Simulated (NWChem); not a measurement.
All runs are NWChem calculations. System: HClOSi, charge 1, spin multiplicity 2, at the geometry of a parent with another charge or spin, in a state set for the comparison that need not be this species' ground state. Its SCF solution wasn't tested for a lower state. Level: UHF/def2-SVP.

Part of the output:

```
             Northwest Computational Chemistry Package (NWChem) 7.3.0
             --------------------------------------------------------

                                NWChem Input Module
                                -------------------

 Scaling coordinates for geometry "geometry" by  1.889725989
 (inverse scale =  0.529177249)

 Turning off AUTOSYM since
 SYMMETRY directive was detected!

                             Geometry "geometry" -> ""
                             -------------------------

 Output coordinates in angstroms (scale by  1.889725989 to convert to a.u.)

  No.       Tag          Charge          X              Y              Z
 ---- ---------------- ---------- -------------- -------------- --------------
    1 Si                  14.0000    -0.78028600    -0.44903300     0.00000000
    2 Cl                  17.0000     0.43257900     1.27956800     0.00000000
    3 O                    8.0000     0.43673000    -1.61750600     0.00000000
    4 H                    1.0000     0.07631000    -2.52614900     0.00000000

 Effective nuclear repulsion energy (a.u.)     129.5946656244

            Nuclear Dipole moment (a.u.)
            ----------------------------
        X                 Y               Z
 ---------------- ---------------- ----------------
    -0.0000207870    -0.0000056692     0.0000000000

      Symmetry information
      --------------------

 Group name             Cs
 Group number              2
 Group order               2
 No. of unique centers     4

      Symmetry unique atoms

     1    2    3    4


 Summary of "ao basis" -> "" (spherical)
 ------------------------------------------------------------------------------
       Tag                 Description            Shells   Functions and Types
 ---------------- ------------------------------  ------  ---------------------
 *                          def2-svp                  on all atoms

 Summary of "ao basis" -> "ao basis" (spherical)
 ------------------------------------------------------------------------------
       Tag                 Description            Shells   Functions and Types
 ---------------- ------------------------------  ------  ---------------------
 Si                         def2-svp                 8       18   4s3p1d
 Cl                         def2-svp                 8       18   4s3p1d
 O                          def2-svp                 6       14   3s2p1d
 H                          def2-svp                 3        5   2s1p

                                 NWChem SCF Module
                                 -----------------

  ao basis        = "ao basis"
  functions       =    55
  atoms           =     4
  alpha electrons =    20
  beta  electrons =    19
  charge          =   1.00
  wavefunction    = UHF
  use symmetry    = T
  symmetry adapt  = T

 Summary of "ao basis" -> "ao basis" (spherical)
 ------------------------------------------------------------------------------
       Tag                 Description            Shells   Functions and Types
 ---------------- ------------------------------  ------  ---------------------
 Si                         def2-svp                 8       18   4s3p1d
 Cl                         def2-svp                 8       18   4s3p1d
 O                          def2-svp                 6       14   3s2p1d
 H                          def2-svp                 3        5   2s1p

      Symmetry analysis of basis
      --------------------------

        a'         40
        a"         15

 Forming initial guess at       0.1s

   Symmetry analysis of molecular orbitals - initial alpha
   -------------------------------------------------------

  Numbering of irreducible representations:

     1 a'          2 a"

  Orbital symmetries:

     1 a'          2 a'          3 a'          4 a'          5 a'
     6 a"          7 a'          8 a'          9 a"         10 a'
    11 a'         12 a'         13 a'         14 a'         15 a'
    16 a'         17 a"         18 a'         19 a"         20 a'
    21 a"         22 a'         23 a'         24 a'         25 a'
    26 a'         27 a"         28 a'         29 a"         30 a'

   Symmetry analysis of molecular orbitals - initial beta
[...]
              MO Center= -1.0D+00, -5.2D-01, -1.2D-16, r^2= 3.2D+00
   Bfn.  Coefficient  Atom+Function         Bfn.  Coefficient  Atom+Function
  ----- ------------  ---------------      ----- ------------  ---------------
    12      1.070919  1 Si py                22     -0.443816  2 Cl s
    39      0.388942  3 O  s                 29      0.366446  2 Cl px
     9      0.297997  1 Si py                30      0.234242  2 Cl py
    43     -0.209758  3 O  px                 3      0.174261  1 Si s
    14     -0.160888  1 Si d -2               6     -0.159674  1 Si py

 Vector   23  Occ=0.000000D+00  E=-5.486428D-02  Symmetry=a'
              MO Center= -2.7D-01, -6.5D-01, -1.2D-15, r^2= 3.9D+00
   Bfn.  Coefficient  Atom+Function         Bfn.  Coefficient  Atom+Function
  ----- ------------  ---------------      ----- ------------  ---------------
    11      0.959658  1 Si px                39     -0.786968  3 O  s
     4      0.668481  1 Si s                 22     -0.499933  2 Cl s
    30      0.498597  2 Cl py                52      0.444747  4 H  s
     3      0.253873  1 Si s                  8      0.232125  1 Si px
     2      0.185491  1 Si s                 16      0.166954  1 Si d  0

                     UHF Final Beta Molecular Orbital Analysis
                     -----------------------------------------

 Vector   17  Occ=1.000000D+00  E=-7.628645D-01  Symmetry=a'
              MO Center=  2.2D-01,  1.3D-01, -1.3D-14, r^2= 2.9D+00
   Bfn.  Coefficient  Atom+Function         Bfn.  Coefficient  Atom+Function
  ----- ------------  ---------------      ----- ------------  ---------------
    30     -0.315218  2 Cl py                40      0.305640  3 O  px
     9      0.288766  1 Si py                27     -0.266849  2 Cl py
    43      0.222197  3 O  px                21     -0.175956  2 Cl s
    29     -0.166282  2 Cl px                12      0.154682  1 Si py
    24     -0.154951  2 Cl py

 Vector   18  Occ=1.000000D+00  E=-6.940011D-01  Symmetry=a"
              MO Center=  3.7D-01,  1.1D+00, -3.0D-14, r^2= 1.5D+00
   Bfn.  Coefficient  Atom+Function         Bfn.  Coefficient  Atom+Function
  ----- ------------  ---------------      ----- ------------  ---------------
    31      0.616456  2 Cl pz                28      0.457773  2 Cl pz
    25      0.262281  2 Cl pz

 Vector   19  Occ=1.000000D+00  E=-6.872022D-01  Symmetry=a'
              MO Center=  3.4D-01,  1.1D+00,  7.6D-15, r^2= 1.4D+00
   Bfn.  Coefficient  Atom+Function         Bfn.  Coefficient  Atom+Function
  ----- ------------  ---------------      ----- ------------  ---------------
    29      0.465139  2 Cl px                30     -0.405965  2 Cl py
    26      0.350288  2 Cl px                27     -0.305690  2 Cl py
    23      0.201435  2 Cl px                24     -0.172507  2 Cl py

 Vector   20  Occ=0.000000D+00  E=-3.042807D-01  Symmetry=a'
              MO Center= -9.5D-01, -3.1D-01,  3.5D-14, r^2= 2.9D+00
   Bfn.  Coefficient  Atom+Function         Bfn.  Coefficient  Atom+Function
  ----- ------------  ---------------      ----- ------------  ---------------
     4      0.551207  1 Si s                  3      0.373253  1 Si s
    29      0.318165  2 Cl px                11     -0.261950  1 Si px
     2      0.257685  1 Si s                  8     -0.230900  1 Si px
    40      0.209396  3 O  px                43      0.205262  3 O  px
    26      0.183585  2 Cl px                30      0.168785  2 Cl py

 Vector   21  Occ=0.000000D+00  E=-1.860454D-01  Symmetry=a"
              MO Center= -7.4D-01, -3.8D-01, -9.9D-15, r^2= 2.9D+00
   Bfn.  Coefficient  Atom+Function         Bfn.  Coefficient  Atom+Function
  ----- ------------  ---------------      ----- ------------  ---------------
    13      0.767853  1 Si pz                10      0.378904  1 Si pz
    31     -0.267475  2 Cl pz                45     -0.234570  3 O  pz
     7     -0.201248  1 Si pz                42     -0.189593  3 O  pz

 Vector   22  Occ=0.000000D+00  E=-8.049281D-02  Symmetry=a'
              MO Center= -8.8D-01, -7.4D-01, -8.3D-15, r^2= 3.8D+00
   Bfn.  Coefficient  Atom+Function         Bfn.  Coefficient  Atom+Function
  ----- ------------  ---------------      ----- ------------  ---------------
    12      1.062697  1 Si py                39      0.550634  3 O  s
    22     -0.391660  2 Cl s                 29      0.393193  2 Cl px
    43     -0.257902  3 O  px                52     -0.225008  4 H  s
     3      0.219171  1 Si s                  9      0.219944  1 Si py
    30      0.214851  2 Cl py                40     -0.177324  3 O  px

 center of mass
 --------------
 x =   0.00848909 y =   0.08898488 z =   0.00000000

 moments of inertia (a.u.)
 ------------------
         396.378449018337         -63.021931294760           0.000000000000
         -63.021931294760          95.105279371377           0.000000000000
           0.000000000000           0.000000000000         491.483728389714

  Mulliken analysis of the total density
  --------------------------------------

    Atom       Charge   Shell Charges
 -----------   ------   -------------------------------------------------------
    1 Si  14    12.78   2.00  1.99  1.14  0.14  5.94  0.85  0.46  0.26
    2 Cl  17    17.08   2.00  1.99  1.25  0.72  5.94  2.05  3.10  0.02
    3 O    8     8.42   1.99  1.08  0.69  2.79  1.86  0.01
    4 H    1     0.72   0.62  0.02  0.07

  Mulliken analysis of the alpha density
  --------------------------------------

    Atom       Charge   Shell Charges
 -----------   ------   -------------------------------------------------------
    1 Si  14     6.71   1.00  1.00  0.69  0.12  2.97  0.52  0.28  0.13
    2 Cl  17     8.65   1.00  1.00  0.63  0.35  2.97  1.09  1.61  0.01
    3 O    8     4.28   1.00  0.55  0.34  1.46  0.94  0.01
    4 H    1     0.35   0.31  0.01  0.04

   Mulliken analysis of the beta density
   -------------------------------------

    Atom       Charge   Shell Charges
 -----------   ------   -------------------------------------------------------
    1 Si  14     6.07   1.00  1.00  0.45  0.02  2.97  0.33  0.18  0.12
    2 Cl  17     8.42   1.00  1.00  0.62  0.36  2.97  0.97  1.49  0.01
    3 O    8     4.14   1.00  0.54  0.35  1.33  0.92  0.01
    4 H    1     0.36   0.32  0.01  0.04

   Mulliken analysis of the spin density
   -------------------------------------

    Atom       Charge   Shell Charges
 -----------   ------   -------------------------------------------------------
    1 Si  14     0.64   0.00  0.00  0.24  0.10  0.00  0.19  0.10  0.01
    2 Cl  17     0.23  -0.00 -0.00  0.00 -0.01  0.00  0.12  0.12 -0.00
    3 O    8     0.14  -0.00  0.01 -0.01  0.13  0.01 -0.00
    4 H    1    -0.01  -0.01 -0.00  0.00

       Multipole analysis of the density wrt the origin
       ------------------------------------------------

     L   x y z        total         alpha         beta         nuclear
     -   - - -        -----         -----         ----         -------
     0   0 0 0      1.000000    -20.000000    -19.000000     40.000000

     1   1 0 0     -1.975133     -0.118341     -1.856771     -0.000021
     1   0 1 0     -1.429241     -0.409494     -1.019742     -0.000006
     1   0 0 1      0.000000     -0.000000      0.000000      0.000000

     2   2 0 0    -17.530664    -36.205313    -28.594291     47.268941
     2   1 1 0      3.512578    -14.612731    -12.124830     30.250139
     2   1 0 1     -0.000000     -0.000000     -0.000000      0.000000
     2   0 2 0    -13.233436   -112.221234   -108.022748    207.010547
     2   0 1 1      0.000000     -0.000000      0.000000      0.000000
     2   0 0 2    -19.309409    -10.253716     -9.055693      0.000000

 Task  times  cpu:        1.5s     wall:        1.5s

 Total times  cpu:        1.6s     wall:        1.6s
```

**Question.** Write an NWChem input that would produce this output.

**Answer.** Several could match; the one computed here: 
```
start mol
memory heap 200 mb stack 900 mb global 1100 mb
charge 1
geometry units angstroms nocenter noautoz
  Si    -0.780286    -0.449033     0.000000
  Cl     0.432579     1.279568     0.000000
  O      0.436730    -1.617506     0.000000
  H      0.076310    -2.526149     0.000000
  symmetry group Cs
end
basis spherical
  * library def2-svp
end
scf
  uhf
  nopen 1
  maxiter 100
  thresh 1e-7
  semidirect memsize 60000000 filesize 0
  # guess.movecs holds the orbitals of an unrestricted PBE0 run
  vectors input guess.movecs output mol.movecs
end
task scf energy
```
